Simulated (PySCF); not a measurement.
First SCF of a structure search on doublet MoO2Br, at a hand-made trigonal planar geometry. PySCF input:

```python
from pyscf import gto, scf, dft
mol = gto.M(atom='''
Mo     0.000000     0.000000     0.000000
O     -0.890000     1.541500     0.000000
O     -0.890000    -1.541500     0.000000
Br     2.520000     0.000000     0.000000''',
    basis={'Mo': 'def2-TZVP', 'O': 'def2-TZVP', 'Br': 'def2-TZVP'},
    ecp={'Mo': 'def2-TZVP'},
    charge=0, spin=1)
mf = dft.UKS(mol, xc='PBE0')
mf.grids.atom_grid = (50, 194)
aux = {'Mo': 'def2-universal-JKFIT', 'O': 'def2-universal-JKFIT', 'Br': 'def2-universal-JKFIT'}
mf = mf.density_fit(auxbasis=aux)
mf.conv_tol = 1e-08
mf.diis_space = 10
mf.max_cycle = 60
mf.init_guess = 'minao'
mf.verbose = 4
mf.kernel()
```

Excerpt of the output (cycles alone):

```
init E= -2784.75843335178
cycle= 1 E= -2792.07779873703  delta_E= -7.32  |g|= 1.02  |ddm|= 2.79
cycle= 2 E= -2783.24476648344  delta_E= 8.83  |g|=  4.2  |ddm|= 2.99
cycle= 3 E= -2792.42179136416  delta_E= -9.18  |g|= 0.386  |ddm|= 2.76
cycle= 4 E= -2792.42275117398  delta_E= -0.00096  |g|= 0.351  |ddm|= 0.541
cycle= 5 E= -2792.48686249162  delta_E= -0.0641  |g|= 0.0914  |ddm|= 0.353
cycle= 6 E= -2792.49137904994  delta_E= -0.00452  |g|= 0.0354  |ddm|= 0.0911
cycle= 7 E= -2792.49188330264  delta_E= -0.000504  |g|= 0.0135  |ddm|= 0.0205
cycle= 8 E= -2792.49205731313  delta_E= -0.000174  |g|= 0.00467  |ddm|= 0.0141
cycle= 9 E= -2792.49216192883  delta_E= -0.000105  |g|= 0.00294  |ddm|= 0.0146
cycle= 10 E= -2792.49225023988  delta_E= -8.83e-05  |g|= 0.00187  |ddm|= 0.0201
cycle= 11 E= -2792.49227629496  delta_E= -2.61e-05  |g|= 0.000954  |ddm|= 0.0165
cycle= 12 E= -2792.49227692205  delta_E= -6.27e-07  |g|= 0.000338  |ddm|= 0.00154
cycle= 13 E= -2792.49227701706  delta_E= -9.5e-08  |g|= 0.000109  |ddm|= 0.000499
cycle= 14 E= -2792.49227703172  delta_E= -1.47e-08  |g|= 2.55e-05  |ddm|= 0.000217
cycle= 15 E= -2792.49227703352  delta_E= -1.8e-09  |g|= 7.01e-06  |ddm|= 9.88e-05
Extra cycle  E= -2792.4922770335  delta_E= 1.64e-11  |g|= 1.54e-05  |ddm|= 1.83e-05
converged SCF energy = -2792.4922770335  <S^2> = 0.79217854  2S+1 = 2.0417429
```

No lower solution of this spin was found from smeared starts or by a stability analysis within the unrestricted form.

With open d or f shells other occupations or spin states may lie lower.

The search for the lowest solution, 3 starts and the stability check together, took 28 s on 4 threads of a shared Arm Neoverse V2 host, with 150 basis functions; the process peaked at 0.65 GiB.
